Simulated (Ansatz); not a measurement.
A made-up structure of InH2SO (charge -1), closed shell:

```tsv
atom	x (Å)	y (Å)	z (Å)
O1	2.6265	2.0442	0.2592
In2	-0.7345	-0.1725	-0.3028
S3	1.6238	0.7029	-0.0868
H4	-1.1380	0.3487	-1.9185
H5	1.7532	0.2253	1.1617
```

It is relaxed with PBE-D4/def2-SVPD and then PBE0-D4/def2-TZVPD (Ansatz 0.2.0). Atoms count as bonded within 1.22 times the sum of their covalent radii (H–H: 0.88 Å). The end point is not checked to be a true minimum.

(1) Does its bonding change? (A judgement: the text doesn't fix the answer.)

Results:

(1) The calculation gives: No: no bond forms or breaks.

Where it ends: The first stage lowers the energy by 0.64 eV in 12 steps. It ends as InH₂SO ([O][SH][InH]), total charge -1:
```xyz
5
angstrom
O 2.3008 1.9657 -0.1589
In -0.5959 -0.4712 -0.4398
S 1.8654 0.5147 0.0587
H -1.0252 0.7809 -1.7455
H 1.5859 0.3585 1.3981
```

Labels in which every atom is bracketed show which atoms are joined, not bond orders.

For scale, one of the runs: PBE0-D4/def2-TZVPD relaxation, 160 basis functions, launched by `ansatz run in.yaml --threads 2 --pin off --events-out ev --progress --plain --max-ram 4352MiB`. The run took about 45 s on 2 CPU threads of an Arm Neoverse V1 (shared host).
